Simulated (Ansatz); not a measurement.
CH3ClSi, SMILES `[SiH3][C]Cl` (excited singlet) (charge 0, multiplicity 1). This singlet is an excited state, 0.35 eV above the relaxed triplet at the level frozen-core CCSD(T)/cc-pVTZ // PBE0-D3(BJ)/def2-TZVP (Ansatz, a first-principles code).

Cartesian coordinates (Å):
SMILES: [C](Cl)[SiH3]
```xyz
6

Si    -0.5502     0.0176     0.0358
C      1.1908    -0.7223     0.2105
Cl     2.4039     0.3028    -0.3173
H     -1.2773    -0.9647    -0.8115
H     -1.0998    -0.0227     1.4172
H     -0.6675     1.3892    -0.5346
```
Charge 0, multiplicity 1.

The restricted HF start is unstable towards unrestricted orbitals.

Give the natural occupations of the active orbitals, the CASSCF energy and the corrected energy for frozen-core fic-MRCISD+Q@CASSCF(2e,2o)/cc-pVTZ // PBE0-D3(BJ)/def2-TZVP run with Ansatz.


The natural occupations is 1.93, 0.07. The CASSCF energy is -787.9773 Ha and the corrected energy is -788.4613 Ha. The weight of the reference comes out as 0.865.
